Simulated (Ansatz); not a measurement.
Reaction (ligand exchange at the Si–N bond): `C/C([SiH3])=N\[SiH3]` + `CSCS` → `CSCS[SiH3]` + `CC(=N)[SiH3]`

Calculated with Ansatz (gas phase, PBE0-D4/def2-TZVP geometries, no zero-point term in ΔE). CBS: MP2 limit from def2 TZ/QZ plus the TZ coupled-cluster correction, frozen cores. DFT in def2-TZVPP. B3LYP here is the variant with VWN-RPA as its local correlation; programs differ in this. Each species was taken in one conformer, which may not be the lowest.

```csv
level,ΔE (kJ/mol),difference from CCSD(T)/CBS
PBE-D4,-37.2,-2.5
r2SCAN-D4,-33.6,1.1
PBE0-D4,-37.1,-2.4
B3LYP-D4,-27.3,7.4
ωB97X-V,-32.8,1.9
ωB97M-V,-33.7,1.0
B2PLYP,-26.3,8.4
PBE,-34.1,0.6
r2SCAN,-33.1,1.6
PBE0,-34.5,0.2
B3LYP,-22.1,12.6
HF/def2-TZVPP,-17.7,17.0
MP2/def2-TZVPP,-34.3,0.4
SCS-MP2/def2-TZVPP,-29.9,4.8
CCSD/def2-TZVPP,-29.9,4.8
CCSD(T)/def2-TZVPP,-32.4,2.3
HF/def2-QZVPP,-16.6,18.1
MP2/def2-QZVPP,-35.2,-0.5
SCS-MP2/def2-QZVPP,-30.8,3.9
HF/CBS(def2),-16.5,18.2
MP2/CBS(def2),-36.6,-1.9
CCSD/CBS(def2),-32.1,2.6
CCSD(T)/CBS,-34.7,0
```

Largest T1 diagnostic among the species: 0.013.

The D4 term adds −5.3 kJ/mol with B3LYP and −2.6 kJ/mol with PBE0; it sums over pairs of atoms, weighted by their polarisabilities, and B3LYP, whose exchange is more repulsive, gets the larger term. In def2-TZVPP, CCSD(T) changes the Hartree–Fock value by −14.7 kJ/mol (the triples alone add −2.6 kJ/mol) and MP2 by −16.5 kJ/mol.
